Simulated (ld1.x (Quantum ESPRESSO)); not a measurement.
# What one change does to a pseudopotential (B (Z = 5), PAW)

- Element: boron (B)
- Generator: ld1.x (Quantum ESPRESSO) 7.5
- Type: PAW
- Functional: PBE
- Relativity: non-relativistic
- Frozen core: none
- Valence charge: 5
- Reference configuration: 1s2 2s1 2p2
- Partial waves: 1s (bound): rcut 0.65, rcutus 0.75 bohr; 2s (bound): rcut 0.65, rcutus 0.75 bohr; 2p (bound): rcut 2.10, rcutus 2.75 bohr; 2p channel at 0.2 Ry: rcut 2.10, rcutus 2.75 bohr
- Local potential: all-electron potential smoothed inside 0.80 bohr (lloc = -1)
- Core correction: none
- Augmentation charge: PSQ, inside the norm-conserving radii

Change: augmentation GAUSS, radius 0.50 bohr.

Cutoffs: the cutoffs (Ry, on a coarse ladder) from which the occupation-weighted sum of valence levels, in a spherical-Bessel basis at the reference potential, stays within 10 and 1 mRy of its value at 400 Ry; they do not see the model core or the augmentation charge, which bear on the density cutoff. Errors are all-electron minus pseudo energies relative to the spin-unpolarised reference configuration.

What does the change do?

The potential gets neither clearly harder nor softer (160 Ry and 230 Ry → 160 Ry and 230 Ry); the number of tests that count goes from 7 to 6; of the 6 tests that both files solve, the error grows in 6 and shrinks in 0 by more than 15 % and 0.3 meV (median size 3.8 → 139.0 meV); neither file shows a bound ghost at the reference potential, the only one tested.

```tsv
quantity	base	changed
cutoff, loose	160 Ry	160 Ry
cutoff, tight	230 Ry	230 Ry
bound ghosts	none	none
tests counted (converged, no solver errors)	7 of 7	6 of 7
error for 1s2 2s2 2p1, meV [ΔE -5.84 eV]	-0.5	+109
error for 1s2 2s2 2p0, meV [ΔE 2.38 eV]	+6.2	+196
error for 1s2 2s1 2p0, meV [ΔE 27.79 eV]	+12	+72
error for 1s2 2s2 2p0.5, meV [ΔE -2.96 eV]	+1.3	+169
error for 1s1 2s2 2p1, meV [ΔE 201.17 eV]	+21	+1210
error for 1s2 2s2 2p1.3, meV [ΔE -6.58 eV]	-0.9	+85
s: phases at 3.00 bohr within 0.05 rad from the reference energy up to (Ry; the scan ends near 5)	to the end of the scan	to the end of the scan
p: phases at 3.00 bohr within 0.05 rad from the reference energy up to (Ry; the scan ends near 5)	0.7	0.7
lowest overlap eigenvalue by channel	s 0.15, p 1.00	s 0.15, p 1.00
```

Changed file: Tests not counted: 1s2 2s0 2p3 (solver errors, printed error -45.9 eV).
